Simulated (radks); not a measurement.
Problem. All-electron atom: Ir V in [Kr] 4d10 4f14 5s2 5d(up 3.5, down 3.5) 5p(up 2, down 2) (fractional occupations, a model configuration). Method: scalar-relativistic Kohn-Sham, PBEsol, spin-polarised, spherical densities, point nucleus; computed with a radial shooting solver on a logarithmic mesh with Libxc functionals. Some entries of the table are withheld. Estimate them.

orbital  occ.  eigenvalue (eV)  <r> (bohr)  r(max) (bohr)
1s          2        -76166.82         (1)        0.01082
2s          2              (2)         (3)        0.06230
2p          6        -11621.28     0.06625        0.05138
3s          2        -3167.520      0.1905         0.1757
3p          6        -2656.671      0.1913         0.1745
3d         10        -2094.480      0.1733         0.1421
4s          2        -717.3835      0.4234         0.3972
4p          6        -549.8371         (4)         0.4175
4d         10        -344.1532      0.4782         0.4263
5s          2        -149.0620      0.9655         0.8858
4f         14        -115.3030      0.5317         0.3945
5p          4        -104.5496       1.104         0.9925
5d          7              (5)       1.445            (6)

Solution. 
(1) 1s <r> (bohr): 0.01744
(2) 2s eigenvalue (eV): -13368.69
(3) 2s <r> (bohr): 0.07361
(4) 4p <r> (bohr): 0.4506
(5) 5d eigenvalue (eV): -52.9604
(6) 5d r(max) (bohr): 1.230
